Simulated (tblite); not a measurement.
Species: C3H13N2Si2 (doublet state).
Atom-mapped SMILES: `[CH3:1][NH:2][SiH2:3][CH:4][CH2:5][SiH2:6][NH2:7]` (hydrogens: H8, H9, H10 on C1; H11 on N2; H12, H13 on Si3; H14 on C4; H15, H16 on C5; H17, H18 on Si6; H19, H20 on N7)

A start from a force field or distance geometry was refined with tblite 0.8.0, GFN2-xTB geometry optimisation, gas phase. Values at the start:

```
   coordinate    start
        C1–N2  1.454 Å
        C1–H8  1.097 Å
       N2–Si3  1.692 Å
       N2–H11  1.018 Å
       Si3–C4  1.804 Å
      Si3–H12  1.487 Å
        C4–C5  1.507 Å
       C4–H14  1.079 Å
       C5–Si6  1.877 Å
       C5–H15  1.101 Å
       Si6–N7  1.696 Å
      Si6–H17  1.473 Å
       N7–H19  1.023 Å
       N7–H20  1.019 Å
    C1–N2–Si3   124.6°
    N2–Si3–C4   107.0°
    Si3–C4–C5   122.1°
    C4–C5–Si6   116.9°
    C5–Si6–N7   111.4°
 C1–N2–Si3–C4     166°
 N2–Si3–C4–C5     -78°
Si3–C4–C5–Si6      88°
```

Q: How do these coordinates change at the GFN2-xTB level?

A: 
```tsv
coordinate	GFN2-xTB (Å or °)	change
C5–Si6	1.937	+0.060
N2–Si3	1.747	+0.055
C4–C5	1.457	-0.050
Si3–C4	1.842	+0.038
N7–H19	1.006	-0.017
Si6–N7	1.711	+0.015
C5–H15	1.088	-0.013
Si3–H12	1.475	-0.012
C1–N2	1.446	-0.008
N2–H11	1.012	-0.006
N7–H20	1.016	-0.003
C4–H14	1.081	+0.002
Si6–H17	1.474	+0.001
C1–H8	1.096	-0.001
C4–C5–Si6	110.1	-6.8
C5–Si6–N7	104.6	-6.8
C1–N2–Si3	121.5	-3.1
Si3–C4–C5	124.3	+2.2
N2–Si3–C4	108.3	+1.3
C1–N2–Si3–C4	174	+8
N2–Si3–C4–C5	-84	-6
Si3–C4–C5–Si6	91	+3
```

The energy falls by 0.472 eV over 215 L-BFGS steps, the largest force on an atom goes from 2.26 to 0.009 eV/Å, and the atoms move by 0.362 Å rms after alignment. The bond that changes most is C5–Si6 (ends: carbon bonded to C, Si and 2 H; silicon bonded to C, N and 2 H), which lengthens by 0.060 Å. Bonds longer at the end by more than 0.005 Å: 4 of 19; shorter: 9. Among the dihedrals that turn most is H18–Si6–N7–H19, from 55° to -64°. Rotational constants go from 2417, 1105, 811.6 to 2532, 1072, 804.1 MHz.

Time: 1.5 s wall. Hardware: one thread, Arm Neoverse V2 (aarch64), no GPU, shared host with 96 logical CPUs at a one-minute load of 69.

Its GFN2-xTB frequencies are all real (lowest 48 cm⁻¹).

One conformer stands for the species.

These are computed values.
